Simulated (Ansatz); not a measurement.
H2O4W, SMILES [O]=[W](=[O])([OH])[OH], multiplicity 1. Atoms are numbered in the order given.

```xyz
7

W      0.0000     0.0000    -0.1224
O      0.0000    -1.3553     0.9104
O      0.0000     1.3553     0.9104
O      1.5418     0.0000    -1.1940
H      2.4859     0.0000    -1.0093
O     -1.5418     0.0000    -1.1940
H     -2.4859     0.0000    -1.0093
```

Coordinates come from a PBE0-D3(BJ)/def2-SVP optimisation. The spin state was assumed, not searched. The isomer is the one that the SMILES or the coordinates give; other isomers of the formula were not compared. The def2 effective core potentials stand for the cores of W; spin–orbit coupling is left out. One conformer was computed; it need not be the lowest.

Two levels are set side by side: PBE-D3(BJ)/def2-SVP (Ansatz, a first-principles code) and PBE0-D3(BJ)/def2-SVP (Ansatz). Each level has its own optimised geometry; the coordinates shown are those of the second. Differences are taken from unrounded values.

```json
[
 {"quantity": "mean bond length (Å)", "PBE0-D3(BJ)": "1.515"},
 {"quantity": "bond W1–O2 (Å)", "PBE0-D3(BJ)": "1.704"},
 {"quantity": "bond W1–O3 (Å)", "PBE0-D3(BJ)": "1.704"},
 {"quantity": "bond W1–O4 (Å)", "PBE0-D3(BJ)": "1.878"},
 {"quantity": "bond W1–O6 (Å)", "PBE0-D3(BJ)": "1.878"},
 {"quantity": "bond O4–H5 (Å)", "PBE0-D3(BJ)": "0.962"},
 {"quantity": "bond O6–H7 (Å)", "PBE0-D3(BJ)": "0.962"}
]
```

### Question
What does PBE-D3(BJ) give, and how far is it from PBE0-D3(BJ)? (The exact figures need the calculation; the answer reports its results.)

### Answer

```tsv
quantity	PBE-D3(BJ)	PBE-D3(BJ) minus PBE0-D3(BJ)
mean bond length (Å)	1.532	0.018
bond W1–O2 (Å)	1.726	0.022
bond W1–O3 (Å)	1.726	0.022
bond W1–O4 (Å)	1.896	0.019
bond W1–O6 (Å)	1.896	0.019
bond O4–H5 (Å)	0.973	0.011
bond O6–H7 (Å)	0.973	0.011
```

GGA bonds tend to be longer and softer than those of functionals with exact exchange. Differences between two approximate levels are no errors against the true value.
